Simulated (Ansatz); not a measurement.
Gas-phase electronic energies from Ansatz, PBE0-D4/def2-TZVP geometries. CCSD(T)/CBS is the MP2 limit (def2-TZVPP, def2-QZVPP) plus CCSD(T) − MP2 in def2-TZVPP, frozen cores. This one scheme is used for every species. DFT in def2-TZVPP. B3LYP here is the variant with VWN-RPA as its local correlation; programs differ in this.

Reaction (substitution at a C–Si bond): `[SiH3]C1=CC1Cl` + HCl → `ClC1=CC1Cl` + SiH₄

`[SiH3]C1=CC1Cl`:

```xyz
10

Si    0.578   -0.222   -1.586
C     0.000   -0.212    0.164
C    -0.531   -0.775    1.215
C    -0.247    0.638    1.359
Cl   -1.590    1.829    1.329
H     2.000    0.201   -1.619
H     0.442   -1.587   -2.150
H    -0.244    0.740   -2.359
H    -0.958   -1.653    1.672
H     0.550    1.040    1.975
```

HCl:

```xyz
2

Cl    0.191   -0.002   -0.610
H    -0.191    0.002    0.610
```

`ClC1=CC1Cl`:

```xyz
7

Cl   -1.899   -1.481    0.563
C    -0.504   -0.628    0.222
C     0.757   -0.414    0.424
C     0.057    0.493   -0.516
Cl   -0.326    2.173   -0.022
H     1.689   -0.626    0.918
H     0.225    0.484   -1.589
```

SiH₄:

```xyz
5

Si    0.000    0.000    0.000
H    -0.672    0.408    1.259
H     0.554    1.200   -0.676
H    -0.983   -0.662   -0.894
H     1.101   -0.946    0.311
```

```csv
level,ΔE (kJ/mol),difference from CCSD(T)/CBS
PBE0-D4,79.2,-10.0
B3LYP-D4,80.5,-8.7
r2SCAN,78.4,-10.8
PBE0,77.3,-11.9
MP2/def2-TZVPP,86.3,-2.9
CCSD(T)/def2-TZVPP,86.2,-3.0
MP2/def2-QZVPP,88.2,-1.0
SCS-MP2/def2-QZVPP,86.8,-2.4
HF/CBS(def2),91.4,2.2
CCSD/CBS(def2),91.5,2.3
CCSD(T)/CBS,89.2,0
```

Largest T1 diagnostic among the species: 0.011.

From PBE to PBE0 (25 % exact exchange), in def2-TZVPP and without D4, ΔE moves by +7.2 kJ/mol. The D4 term adds +3.0 kJ/mol with B3LYP and +1.9 kJ/mol with PBE0; it sums over pairs of atoms, weighted by their polarisabilities, and B3LYP, whose exchange is more repulsive, gets the larger term.
